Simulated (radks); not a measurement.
Results of a calculation; reference values are marked as such.
Neutral chromium, [Ar] 3d5 4s1. Level of theory: non-relativistic Kohn-Sham, exchange-only PBE, spin-polarised, spherical densities, point nucleus (a radial shooting solver on a logarithmic mesh with Libxc functionals). Every spin shell is full or empty, so the densities are truly spherical. Functionals are evaluated on that one density, not self-consistently. Rank these exchange functionals by their error against the exact value of the orbitals, and give that value: LDA, B88, PBE, PBEsol, APBE, revTPSS, SCAN, Tao-Mo.

Answer. Exact: -47.5764 hartree. From best to worst, with 100 (|E| - |E exact|)/|E exact| (equal figures are ties): Tao-Mo -0.10, PBE -0.15, revTPSS -0.34, B88 +0.36, SCAN +0.53, APBE +0.85, PBEsol -2.69, LDA -6.41.
